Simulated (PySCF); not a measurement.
Estimate the missing entries of this data sheet.

Compound: C7H6FN.
Numbering: `[CH2:1]=[CH:2]/[C:3]([C:4]#[N:5])=[CH:6]\[CH:7]=[CH:8]/[F:9]` (hydrogens: H10, H11 on C1; H12 on C2; H13 on C6; H14 on C7; H15 on C8)

Conformer (atom-mapped SMILES and torsion angles): `[CH2:1]=[CH:2]/[C:3]([C:4]#[N:5])=[CH:6]\[CH:7]=[CH:8]/[F:9]`: C1–C2–C3–C4 0°, C3–C6–C7–C8 -179°.

```csv
property,level,value
point group,PBE0-D3(BJ)/def2-SVP,?
"rotational constants A, B, C",PBE0-D3(BJ)/def2-SVP,?
dipole moment,wB97X-D/def2-SVPD,5.24 D
HOMO energy,wB97X-D/def2-SVPD,?
LUMO energy,wB97X-D/def2-SVPD,?
lowest singlet excitation,TDDFT wB97X-D/def2-SVPD,?
static isotropic polarisability,wB97X-D/def2-SVPD,?
electronic spatial extent ⟨r²⟩ about the centre of nuclear charge,wB97X-D/def2-SVPD,1597 bohr²
```

The electronic properties come from PySCF, for the isolated species, density fitting. The structure is a single PBE0-D3(BJ)/def2-SVP conformer in the gas phase; no vibrational or solvent corrections.

Task: What is the point group?

Result: Cs.

Task: What are the rotational constants A, B, C?

Result: 3.095, 0.817, 0.647 GHz.

Task: Give the LUMO energy.

Result: -0.81 eV.

Task: The HOMO energy?

Result: -8.58 eV.

Task: Give the static isotropic polarisability.

Result: 106.2 au.

Task: The lowest singlet excitation?

Result: 4.56 eV (272 nm, f = 0.861).

The largest Löwdin shares of the HOMO are 0.16 on C3, 0.14 on C6, 0.14 on C1 and 0.14 on C8. With B = h/(8π²I), that is 505.379 GHz u Å² over I, the principal moments of inertia are 163.3, 618.3 and 781.6 u Å² (most abundant isotopes). In atomic units the dipole is 2.06 e·bohr (1 au = 2.5417 D). In wavenumbers S1 is 36800 cm⁻¹ (1 eV = 8065.54 cm⁻¹). The largest Löwdin shares of the LUMO are 0.20 on C6, 0.17 on C8, 0.16 on C3 and 0.11 on C1.

For the TDDFT job (wB97X-D/def2-SVPD), time: 47 s wall; peak memory 1.1 GiB. Hardware: AMD EPYC 7R43, one thread, on a shared host.
